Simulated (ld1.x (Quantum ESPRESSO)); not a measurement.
# Configuration tests for palladium (PAW)

| Property | Result |
| --- | --- |
| Element | Pd (Z = 46) |
| Generator | ld1.x (Quantum ESPRESSO) 7.5 |
| Type | PAW |
| Functional | Wu–Cohen |
| Relativity | fully relativistic |
| Frozen core | [Kr] |
| Valence charge | 10 |
| Reference configuration | 4d9 5s0 5p0 (charge +1) |
| Partial waves | 5s (bound, empty): rcut 1.35, rcutus 1.85 bohr; 5s channel at 0.85 Ry: rcut 1.35, rcutus 1.85 bohr; 5p (bound, empty): rcut 2.00, rcutus 2.70 bohr; 5p channel at 2.05 Ry: rcut 2.00, rcutus 2.70 bohr; 4d (bound): rcut 1.50, rcutus 1.80 bohr; 4d channel at 0.35 Ry: rcut 1.50, rcutus 1.80 bohr |
| Local potential | all-electron potential smoothed inside 2.45 bohr (lloc = -1) |
| Core correction | a·sin(br)/r model core inside 1.55 bohr |
| Augmentation charge | BESSEL, radius 1.00 bohr |

Open shells are filled in proportion to 2j + 1 (rel_dist='average').

Energies are relative to the spin-unpolarised reference configuration 4d9 5s0 5p0; without spin polarisation the order of configurations can differ from experiment. Not all tests gave a result: 1 of 7 tests not solved or not reliable. Left out of the table: 4d8 5s1 5p0 (solver errors, printed error -3.9 eV). The frozen-core shift is the all-electron ΔE with the core orbitals held at their reference shape minus the fully relaxed ΔE.

```csv
valence configuration,charge,ΔE all-electron (eV),error AE − PS (meV),frozen-core shift (meV)
4d10 5s0 5p0,0,-9.124,-18,+18
4d8 5s0 5p0,+2,20.829,-63,+63
4d7 5s0 5p0,+3,55.192,-373,+370
4d9 5s0 5p1,0,-3.758,-0.4,+0.7
4d9.5 5s0 5p0,+0.5,-5.887,-6.7,+6.7
```

Problem. What are ΔE and the potential's error for 4d6 5s0 5p0?

Solution. ΔE = 104.533 eV all-electron; the error (AE − PS) is -1138 meV.

Levels in the configuration 4d8 5s0 5p0:

```
   level  all-electron (eV)  pseudo (eV)
4d j=3/2            -27.648      -27.804
4d j=5/2            -27.119      -27.272
```

The ghost test of this file was not conclusive.
